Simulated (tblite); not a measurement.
C3H9BClP.
SMILES with atom numbers: `[CH2:1]=[CH:2][B@-:3]([CH3:4])([PH3+:5])[Cl:6]` (hydrogens: H7, H8 on C1; H9 on C2; H10, H11, H12 on C4; H13, H14, H15 on P5)
Bond orders are those of one Lewis drawing.

Computed with GFN2-xTB (tblite), gas phase: L-BFGS steps from a force-field or distance-geometry start until the largest atomic force falls under 0.01 eV/Å.

Step 0: E = -524.3339 eV
```
atom  x, y, z in Å  |  force x, y, z in eV/Å
C1     -1.5269    1.6619    0.1903   -0.109   0.576  -0.447
C2     -0.2938    1.2884   -0.1152   -0.392  -0.469   0.242
B3      0.3237   -0.1078    0.3856    0.413   1.192  -0.039
C4      1.8473   -0.2208   -0.0882    0.675  -0.762   0.239
P5     -0.6800   -1.5446   -0.3577    0.174   0.538   0.414
Cl6     0.2312   -0.2117    2.2340   -0.287  -0.381   0.200
H7     -2.1930    1.0372    0.7778    0.132   0.198  -0.111
H8     -1.9005    2.6269   -0.1551   -0.159  -0.304   0.298
H9      0.3388    1.9476   -0.6933   -0.084   0.107  -0.007
H10     2.2693   -1.1932    0.2753    0.050   0.805  -0.425
H11     2.4400    0.6015    0.3515   -0.143  -0.543  -0.406
H12     1.9154   -0.1877   -1.1853    0.253   0.012   0.352
H13    -0.7748   -1.3729   -1.7496   -0.233  -0.588   0.595
H14    -1.9680   -1.5663    0.1874    0.398  -0.471  -0.537
H15    -0.0329   -2.7506   -0.0794   -0.689   0.089  -0.367
```

**Question.** Estimate the geometry and energy of step 1. (The exact step hangs on the optimiser's Hessian estimate; all steps are aligned on step 0, rigid shifts and turns removed.)

**Answer.** E = -524.4271 eV, largest force 0.844 eV/Å
```
atom  x, y, z in Å  |  force x, y, z in eV/Å
C1     -1.5285    1.6701    0.1839   -0.161   0.033  -0.120
C2     -0.2994    1.2817   -0.1117   -0.086   0.085  -0.081
B3      0.3296   -0.0907    0.3850    0.449   0.709   0.087
C4      1.8569   -0.2317   -0.0848    0.184  -0.140  -0.027
P5     -0.6775   -1.5369   -0.3517    0.254   0.488   0.369
Cl6     0.2271   -0.2171    2.2369   -0.272  -0.348   0.161
H7     -2.1912    1.0400    0.7762    0.138   0.259  -0.153
H8     -1.9028    2.6226   -0.1509   -0.249   0.060   0.125
H9      0.3376    1.9491   -0.6934   -0.214  -0.052   0.110
H10     2.2700   -1.1817    0.2692    0.260   0.225  -0.191
H11     2.4379    0.5938    0.3457    0.035  -0.387  -0.287
H12     1.9190   -0.1876   -1.1803    0.258  -0.027   0.274
H13    -0.7781   -1.3813   -1.7411   -0.228  -0.546   0.522
H14    -1.9623   -1.5730    0.1797    0.274  -0.440  -0.460
H15    -0.0428   -2.7494   -0.0846   -0.640   0.081  -0.328
```

The energy changes by -0.0932 eV. The first-order estimate −F·Δx gives -0.1180 eV and the mean of the old and new forces, exact on a quadratic surface, -0.0929 eV. The step makes an angle of 0° with the force vector and moves no atom by more than 0.018 Å.

The cost below is that of the whole relaxation. Hardware: one thread, Arm Neoverse V2 (aarch64), no GPU, shared host with 48 logical CPUs at a one-minute load of 2.4. Cost: 0.34 s.
